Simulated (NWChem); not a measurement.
System: CHO2, doublet; SMILES O=[C]O

The following NWChem deck was run.

```
start job
memory heap 200 mb stack 900 mb global 1100 mb
geometry units angstroms noautoz
  O     -0.174449     1.126441     0.000000
  C      0.412759     0.100478     0.000000
  O     -0.027025    -1.135930     0.000000
  H     -1.004480    -1.130083     0.000000
end
basis spherical
  O library 6-31g*
  C library 6-31g*
  H library 6-31g*
end
dft
  odft
  mult 2
  xc pbe0
  iterations 150
end
task dft gradient
```

Excerpt of the output:

```
             Northwest Computational Chemistry Package (NWChem) 7.3.0
             --------------------------------------------------------

 CS  symmetry detected

                             Geometry "geometry" -> ""
                             -------------------------

 Output coordinates in angstroms (scale by  1.889725989 to convert to a.u.)

  No.       Tag          Charge          X              Y              Z
 ---- ---------------- ---------- -------------- -------------- --------------
    1 O                    8.0000    -0.13836739     1.15664967     0.00000000
    2 C                    6.0000     0.42198440     0.11577544     0.00000000
    3 O                    8.0000    -0.04977713    -1.10878806     0.00000000
    4 H                    1.0000    -1.02675020    -1.07754549     0.00000000

 Effective nuclear repulsion energy (a.u.)      63.5645353736

      Symmetry information
      --------------------

 Group name             Cs
 Group number              2
 Group order               2
 No. of unique centers     4

                                 NWChem DFT Module
                                 -----------------

 Summary of "ao basis" -> "ao basis" (spherical)
 ------------------------------------------------------------------------------
       Tag                 Description            Shells   Functions and Types
 ---------------- ------------------------------  ------  ---------------------
 O                           6-31g*                  6       14   3s2p1d
 C                           6-31g*                  6       14   3s2p1d
 H                           6-31g*                  2        2   2s

      Symmetry analysis of basis
      --------------------------

        a'         32
        a"         12

            General Information
            -------------------
          SCF calculation type: DFT
          Wavefunction type:  spin polarized.
          No. of atoms     :     4
          No. of electrons :    23
           Alpha electrons :    12
            Beta electrons :    11
          Charge           :     0
          Spin multiplicity:     2
          Use of symmetry is: on ; symmetry adaption is: on
          Maximum number of iterations: 150
          AO basis - number of functions:    44
                     number of shells:    20
          Convergence on energy requested:  1.00D-06
          Convergence on density requested:  1.00D-05
          Convergence on gradient requested:  5.00D-04

              XC Information
              --------------
                         PBE0 Method XC Functional
                     Hartree-Fock (Exact) Exchange  0.250
          PerdewBurkeErnzerhof Exchange Functional  0.750
            Perdew 1991 LDA Correlation Functional  1.000 local
           PerdewBurkeErnz. Correlation Functional  1.000 non-local

             Grid Information
             ----------------
          Grid used for XC integration:  medium
          Radial quadrature: Mura-Knowles
          Angular quadrature: Lebedev.
          Tag              B.-S. Rad. Rad. Pts. Rad. Cut. Ang. Pts.
          ---              ---------- --------- --------- ---------
          O                   0.60       49           7.0       434
          C                   0.70       49           7.0       434
          H                   0.35       45           7.0       434
          Grid pruning is: on
          Number of quadrature shells:   192
          Spatial weights used:  Erf1

      Superposition of Atomic Density Guess
      -------------------------------------

 Sum of atomic energies:        -187.66719115

      Non-variational initial energy
      ------------------------------

 Total energy =    -188.679648
 1-e energy   =    -382.988777
 2-e energy   =     130.744593
 HOMO         =      -0.136587
 LUMO         =       0.083488

   Symmetry analysis of molecular orbitals - initial alpha
   -------------------------------------------------------

  Numbering of irreducible representations:

     1 a'          2 a"

  Orbital symmetries:

     1 a'          2 a'          3 a'          4 a'          5 a'
     6 a'          7 a'          8 a'          9 a"         10 a'
    11 a"         12 a'         13 a"         14 a'         15 a'
    16 a'         17 a"         18 a'         19 a'         20 a'
    21 a'         22 a'

   Symmetry analysis of molecular orbitals - initial beta
   ------------------------------------------------------

  Numbering of irreducible representations:

     1 a'          2 a"

  Orbital symmetries:

     1 a'          2 a'          3 a'          4 a'          5 a'
     6 a'          7 a'          8 a'          9 a"         10 a'
    11 a"         12 a'         13 a"         14 a'         15 a'
    16 a'         17 a"         18 a'         19 a'         20 a'
    21 a'         22 a'

   convergence    iter        energy       DeltaE   RMS-Dens  Diis-err
 ---------------- ----- ----------------- --------- --------- ---------
 d= 0,ls=0.0,diis     1   -188.7792839331 -2.52D+02  1.55D-02  2.28D-01
                                                     1.32D-02  2.13D-01
 d= 0,ls=0.0,diis     2   -188.5639803223  2.15D-01  1.00D-02  8.31D-01
                                                     9.50D-03  8.17D-01
 d= 0,ls=0.0,diis     3   -188.8755059941 -3.12D-01  2.41D-03  2.21D-02
                                                     2.03D-03  2.23D-02
 d= 0,ls=0.0,diis     4   -188.8820831396 -6.58D-03  1.08D-03  5.78D-03
                                                     7.47D-04  5.03D-03
 d= 0,ls=0.0,diis     5   -188.8841115202 -2.03D-03  2.50D-04  1.69D-04
                                                     1.69D-04  2.16D-04
  Resetting Diis
 d= 0,ls=0.0,diis     6   -188.8841936927 -8.22D-05  6.47D-05  5.72D-06
                                                     6.12D-05  5.96D-06
 d= 0,ls=0.0,diis     7   -188.8841983935 -4.70D-06  4.52D-05  1.21D-06
                                                     1.66D-05  6.01D-07
 d= 0,ls=0.0,diis     8   -188.8841991089 -7.15D-07  1.02D-05  2.79D-07
                                                     1.41D-05  5.53D-07
 d= 0,ls=0.0,diis     9   -188.8841993445 -2.36D-07  9.07D-06  2.68D-07
                                                     3.48D-06  7.22D-08

         Total DFT energy =     -188.884199344524
      One electron energy =     -384.086529233736
           Coulomb energy =      154.369433426862
    Exchange-Corr. energy =      -22.731638911292
 Nuclear repulsion energy =       63.564535373642

 Numeric. integr. density =       22.999999684817

                  Occupations of the irreducible representations
                  ----------------------------------------------

                     irrep           alpha         beta
                     --------     --------     --------
                     a'               10.0          9.0
                     a"                2.0          2.0

                    DFT Final Alpha Molecular Orbital Analysis
                    ------------------------------------------

 Vector   10  Occ=1.000000D+00  E=-4.007169D-01  Symmetry=a'
              MO Center=  8.2D-02,  9.6D-02, -4.4D-16, r^2= 2.0D+00
   Bfn.  Coefficient  Atom+Function         Bfn.  Coefficient  Atom+Function
  ----- ------------  ---------------      ----- ------------  ---------------
     4      0.384454  1 O  py                32      0.301217  3 O  py
    17      0.247170  2 C  px                 3      0.243812  1 O  px
    31     -0.243887  3 O  px                 8      0.234226  1 O  py
    36      0.217620  3 O  py                35     -0.155488  3 O  px
    34     -0.149529  3 O  s                  7      0.148616  1 O  px

 Vector   11  Occ=1.000000D+00  E=-3.689111D-01  Symmetry=a"
              MO Center= -7.3D-02,  7.4D-03,  7.1D-17, r^2= 1.8D+00
   Bfn.  Coefficient  Atom+Function         Bfn.  Coefficient  Atom+Function
  ----- ------------  ---------------      ----- ------------  ---------------
    33     -0.474493  3 O  pz                 5      0.453637  1 O  pz
    37     -0.358967  3 O  pz                 9      0.310632  1 O  pz
    19      0.110744  2 C  pz                23      0.051376  2 C  pz
    25      0.044190  2 C  d -1

 Vector   12  Occ=1.000000D+00  E=-2.506791D-01  Symmetry=a'
              MO Center=  3.6D-01,  2.8D-01,  5.0D-16, r^2= 1.6D+00
   Bfn.  Coefficient  Atom+Function         Bfn.  Coefficient  Atom+Function
  ----- ------------  ---------------      ----- ------------  ---------------
    20      0.581196  2 C  s                  3     -0.422606  1 O  px
    17      0.405979  2 C  px                34     -0.342463  3 O  s
     7     -0.339364  1 O  px                21      0.237342  2 C  px
    44      0.220656  4 H  s                 32     -0.168123  3 O  py
    16      0.166389  2 C  s                 36     -0.143011  3 O  py

 Vector   13  Occ=0.000000D+00  E= 1.183975D-02  Symmetry=a"
              MO Center=  2.7D-01,  2.3D-01, -6.3D-16, r^2= 1.5D+00
   Bfn.  Coefficient  Atom+Function         Bfn.  Coefficient  Atom+Function
  ----- ------------  ---------------      ----- ------------  ---------------
    23      0.593865  2 C  pz                19      0.574440  2 C  pz
     9     -0.427189  1 O  pz                 5     -0.391237  1 O  pz
    37     -0.293984  3 O  pz                33     -0.275461  3 O  pz

 Vector   14  Occ=0.000000D+00  E= 7.143049D-02  Symmetry=a'
              MO Center= -1.1D+00, -1.0D+00, -2.1D-17, r^2= 1.8D+00
   Bfn.  Coefficient  Atom+Function         Bfn.  Coefficient  Atom+Function
  ----- ------------  ---------------      ----- ------------  ---------------
    44      1.456396  4 H  s                 34     -0.803568  3 O  s
    35      0.581175  3 O  px                31      0.352241  3 O  px
    20     -0.202046  2 C  s                 43      0.167602  4 H  s
     3      0.136961  1 O  px                30     -0.129711  3 O  s
     7      0.110302  1 O  px                17     -0.100480  2 C  px

 Vector   15  Occ=0.000000D+00  E= 2.622517D-01  Symmetry=a'
              MO Center= -5.6D-02, -2.7D-04,  3.4D-17, r^2= 1.9D+00
   Bfn.  Coefficient  Atom+Function         Bfn.  Coefficient  Atom+Function
  ----- ------------  ---------------      ----- ------------  ---------------
    20      2.389206  2 C  s                  6     -1.362711  1 O  s
    21     -1.179247  2 C  px                 8      0.754058  1 O  py
    34     -0.698651  3 O  s                 36     -0.699176  3 O  py
    44     -0.362672  4 H  s                 17     -0.348278  2 C  px
    32     -0.323162  3 O  py                 4      0.254992  1 O  py

                     DFT Final Beta Molecular Orbital Analysis
                     -----------------------------------------

 Vector    9  Occ=1.000000D+00  E=-4.784327D-01  Symmetry=a'
              MO Center= -3.7D-02,  1.1D-01, -3.4D-16, r^2= 1.9D+00
   Bfn.  Coefficient  Atom+Function         Bfn.  Coefficient  Atom+Function
  ----- ------------  ---------------      ----- ------------  ---------------
    32     -0.343928  3 O  py                 3      0.338305  1 O  px
    18      0.265679  2 C  py                36     -0.215368  3 O  py
     7      0.204270  1 O  px                 4     -0.190152  1 O  py
     6     -0.184144  1 O  s                 34      0.176802  3 O  s
    31      0.155008  3 O  px                17      0.135293  2 C  px

 Vector   10  Occ=1.000000D+00  E=-3.661885D-01  Symmetry=a"
              MO Center= -7.5D-02,  4.9D-02,  8.6D-17, r^2= 1.8D+00
   Bfn.  Coefficient  Atom+Function         Bfn.  Coefficient  Atom+Function
  ----- ------------  ---------------      ----- ------------  ---------------
    33     -0.464576  3 O  pz                 5      0.461045  1 O  pz
    37     -0.352995  3 O  pz                 9      0.319028  1 O  pz
    19      0.110027  2 C  pz                23      0.049563  2 C  pz
    25      0.044036  2 C  d -1

 Vector   11  Occ=1.000000D+00  E=-3.655324D-01  Symmetry=a'
              MO Center=  6.9D-02,  4.7D-01, -2.9D-17, r^2= 1.7D+00
   Bfn.  Coefficient  Atom+Function         Bfn.  Coefficient  Atom+Function
  ----- ------------  ---------------      ----- ------------  ---------------
     3      0.368363  1 O  px                 4      0.357203  1 O  py
    32      0.251788  3 O  py                 7      0.245683  1 O  px
     8      0.233222  1 O  py                17      0.225812  2 C  px
    36      0.193593  3 O  py                31     -0.178897  3 O  px
    20      0.119999  2 C  s                 35     -0.112384  3 O  px

 Vector   12  Occ=0.000000D+00  E=-7.440261D-02  Symmetry=a'
              MO Center=  4.0D-01,  8.8D-02, -2.5D-16, r^2= 1.8D+00
   Bfn.  Coefficient  Atom+Function         Bfn.  Coefficient  Atom+Function
  ----- ------------  ---------------      ----- ------------  ---------------
    20      0.702301  2 C  s                 34     -0.467684  3 O  s
    44      0.409278  4 H  s                 17      0.384610  2 C  px
     3     -0.331482  1 O  px                 7     -0.313026  1 O  px
    21      0.264706  2 C  px                16      0.142172  2 C  s
    36     -0.142109  3 O  py                30     -0.140686  3 O  s

 Vector   13  Occ=0.000000D+00  E= 3.967842D-02  Symmetry=a"
              MO Center=  2.8D-01,  2.2D-01,  8.4D-16, r^2= 1.4D+00
   Bfn.  Coefficient  Atom+Function         Bfn.  Coefficient  Atom+Function
  ----- ------------  ---------------      ----- ------------  ---------------
    23      0.606092  2 C  pz                19      0.578278  2 C  pz
     9     -0.419674  1 O  pz                 5     -0.381532  1 O  pz
    37     -0.287725  3 O  pz                33     -0.271081  3 O  pz

 Vector   14  Occ=0.000000D+00  E= 9.010287D-02  Symmetry=a'
              MO Center= -1.0D+00, -9.1D-01, -2.1D-17, r^2= 2.1D+00
   Bfn.  Coefficient  Atom+Function         Bfn.  Coefficient  Atom+Function
  ----- ------------  ---------------      ----- ------------  ---------------
    44      1.422023  4 H  s                 34     -0.728721  3 O  s
    35      0.585770  3 O  px                31      0.360906  3 O  px
    20     -0.324488  2 C  s                  3      0.176296  1 O  px
     7      0.155987  1 O  px                43      0.150856  4 H  s
    17     -0.139830  2 C  px                21     -0.131756  2 C  px

   alpha - beta orbital overlaps
   -----------------------------

   alpha      1      2      3      4      5      6      7      8      9     10
    beta      1      2      3      4      5      6      7      9      8     11
 overlap   1.000  1.000  1.000  0.999  0.999  0.995  0.994  0.959  0.999  0.960

   alpha     11     12     13     14     15     16     17     18     19     20
    beta     10     12     13     14     15     16     18     17     19     20
 overlap   1.000  0.977  0.999  0.990  0.999  0.998  0.801  1.000  0.800  0.998

   alpha     21     22     23     24     25     26     27     28     29     30
    beta     21     22     23     24     25     26     27     28     29     30
 overlap   0.999  0.999  1.000  0.993  1.000  0.994  1.000  0.997  0.996  0.995

   alpha     31     32     33     34     35     36     37     38     39     40
    beta     31     32     33     34     35     36     37     38     39     40
 overlap   0.998  0.997  0.999  0.996  0.999  0.999  0.999  0.999  0.999  0.995

[...]

                         DFT ENERGY GRADIENTS

    atom               coordinates                        gradient
                 x          y          z           x          y          z
   1 O      -0.261476   2.185751   0.000000    0.006520  -0.011316   0.000000
   2 C       0.797435   0.218784   0.000000   -0.010081   0.002950   0.000000
   3 O      -0.094065  -2.095306   0.000000    0.000495   0.008496   0.000000
   4 H      -1.940277  -2.036266   0.000000    0.003066  -0.000130   0.000000
```

Level: PBE0/6-31G* (spherical d), spin-unrestricted. In the optimisation the excess spin sits in a' (Cs, its own frame). All runs use the structure optimised with PBE0/def2-SVP, spin-unrestricted. No stability test was run on the SCF state.
